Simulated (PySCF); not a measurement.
Correlation energy of Cs (caesium, neutral)

Starting occupation: [Xe] 6s1, 6s1/2 with m_j = +1/2. Calculation: PySCF 2.14, in x2c-TZVPall-2c (11s11p9d1f, 96 functions); X2C-1e with screened-nucleus spin-orbit coupling, Gaussian nucleus. Frozen: [Kr] 4d10; 9 electrons correlated; the 30 highest virtual spinors left out.

MP2 pair energies summed by pair of shells (mhartree):

```
       pair  energy  share (%)
5p3/2-5p3/2  -46.35       31.4
5p1/2-5p3/2  -43.55       29.5
5p3/2-5s1/2  -18.77       12.7
5p1/2-5p1/2  -11.71        7.9
5p1/2-5s1/2   -9.45        6.4
5p3/2-6s1/2   -8.15        5.5
5s1/2-5s1/2   -5.36        3.6
5p1/2-6s1/2   -3.58        2.4
5s1/2-6s1/2   -0.49        0.3
```

Total MP2 correlation energy: -147.41 mhartree.

This basis was not built for core-valence correlation, so the inner-shell part is incomplete.
